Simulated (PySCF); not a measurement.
Species: C7H11 (doublet state).
Cartesian coordinates in Å at the GFN2-xTB level; atoms count from 1:
```xyz
18
C7H11 angstrom
C     -1.8167    2.0167   -0.3893
C     -1.3108    0.8223   -0.3699
C     -0.7723   -0.3578   -0.3778
C     -1.4427   -1.5758    0.1868
C      0.6452   -0.5685   -0.9261
C      1.6002   -0.5897    0.1970
C      2.0780    0.6594    0.8265
H     -1.6662    2.7102    0.4241
H     -2.4239    2.3670   -1.2101
H     -0.8314   -2.0068    0.9787
H     -1.5676   -2.3286   -0.5920
H     -2.4193   -1.3253    0.5940
H      0.6608   -1.5131   -1.4744
H      0.8755    0.2511   -1.6103
H      1.7678   -1.5158    0.7225
H      3.1451    0.5968    1.0534
H      1.5680    0.8503    1.7789
H      1.9016    1.5136    0.1763
```

The hyperfine couplings belong to this conformer and change with its torsions.

As a line formula: `CC(C[CH]C)=C=C` [radical].

Method used: UKS B3LYP, pcH-1 on C H, non-relativistic, mean-field spin-orbit, GIAO (PySCF 2.14.0). Isolated species at its GFN2-xTB geometry (one conformer only). The geometry wasn't refined by DFT: couplings that depend on bond lengths, twists or pyramidal angles can differ widely from those at the functional's own minimum. The SCF solution wasn't tested for stability.

(1) The isotropic 13C couplings are +102.9, +81.8, -31.5, -29.0, -1.7, +0.7 MHz. Assign them to C2; C3; C4; C5; C6; C7.

## Answers

(1) 
```json
{"site": "C2", "a_iso (MHz)": "+0.7", "ρ(0) (bohr⁻³)": "+0.0007", "position": "3 bonds from C6", "distance from C6 (Å)": "3.28", "spin population": "+0.02", "largest |T| (MHz)": "5.0"}
{"site": "C3", "a_iso (MHz)": "+81.8", "ρ(0) (bohr⁻³)": "+0.0727", "position": "2 bonds from C6", "distance from C6 (Å)": "2.45", "spin population": "+0.04", "largest |T| (MHz)": "12.1"}
{"site": "C4", "a_iso (MHz)": "-1.7", "ρ(0) (bohr⁻³)": "-0.0015", "position": "3 bonds from C6", "distance from C6 (Å)": "3.20", "spin population": "0.00", "largest |T| (MHz)": "0.8"}
{"site": "C5", "a_iso (MHz)": "-29.0", "ρ(0) (bohr⁻³)": "-0.0258", "position": "1 bond from C6", "distance from C6 (Å)": "1.47", "spin population": "-0.07", "largest |T| (MHz)": "2.4"}
{"site": "C6", "a_iso (MHz)": "+102.9", "ρ(0) (bohr⁻³)": "+0.0916", "position": "largest spin population", "distance from C6 (Å)": "0.00", "spin population": "+1.01", "largest |T| (MHz)": "158.9"}
{"site": "C7", "a_iso (MHz)": "-31.5", "ρ(0) (bohr⁻³)": "-0.0280", "position": "1 bond from C6", "distance from C6 (Å)": "1.48", "spin population": "-0.08", "largest |T| (MHz)": "2.5"}
```

ρ(0) is the spin density at the nucleus and T the dipolar tensor; entries for several nuclei are means. Largest spin populations (Mulliken): C6 (+1.01), C7 (-0.08) and C5 (-0.07). C6 is the only atom above +0.15. The positive populations add up to 1.20 and the negative ones to -0.20, together 2S = 1. The angles at C6 add up to 358.3°, so it is nearly planar; its axial dipolar tensor and the negative coupling of its proton fit spin in a p orbital normal to that plane.

Nuclei that the bonding pattern makes equivalent are averaged, as if the motion that swaps them (rotation, inversion, ring flip) were fast. H8 and H9 aren't averaged: C1 is flat or nearly so (angle sum 360°), and its turn about the short C1–C2 bond (1.30 Å) is taken as slow. The three 1H nuclei of mean +73.1 MHz run from 6.4 to 131.1 MHz in the frozen geometry. The 1H value of +32.0 MHz is a mean of couplings from 26.5 to 37.6 MHz in this one geometry, not an average over conformers.

The run took 58 s wall (grids of density and orbitals included) on one thread, Arm Neoverse V2 (aarch64), shared host with 96 logical CPUs at a one-minute load of 61, and the process peaked at 0.97 GiB of memory.
